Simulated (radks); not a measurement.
Valence configurations of V+ (all share [Ar]). Method: scalar-relativistic Kohn-Sham, SCAN, spin-polarised, spherical densities, finite nucleus; open shells are filled with parallel spins first; meta-GGA in the generalised Kohn-Sham scheme; Fermi nuclear charge, rms radius 3.6002 fm; computed with a radial shooting solver on a logarithmic mesh with Libxc functionals. Energies are relative to 3d4; eigenvalues in eV for spin up.

| valence | E (eV) | moment (Bohr magnetons) | e(3d) | e(4p) | e(4s) |
|---|---|---|---|---|---|
| 3d4 | 0.000 | 4 | -9.857 | - | - |
| 3d3 4p1 | 5.434 | 4 | -14.827 | -7.926 | - |
| 3d3.5 4s0.5 | 0.277 | 4 | -11.715 | - | -10.816 |
| 3d2 4p2 | 14.184 | 4 | -20.490 | -9.716 | - |
| 3d3 4s1 | 0.917 | 4 | -13.766 | - | -11.847 |
| 3d3.5 4p0.5 | 2.363 | 4 | -12.256 | -6.852 | - |
| 3d1 4p3 | 27.073 | 4 | -26.581 | -11.528 | - |
| 3d2 4s1 4p1 | 9.176 | 4 | -19.403 | -9.240 | -14.323 |
| 3d3 4s0.5 4p0.5 | 3.217 | 4 | -14.279 | -7.681 | -12.226 |

NIST lists [Ar] 3d4 as the ground configuration; this level of theory agrees among the configurations tried. The energies are those of spherical high-spin densities, not of single terms. No valid solution was reached for [Ar] 3d2 4s2.
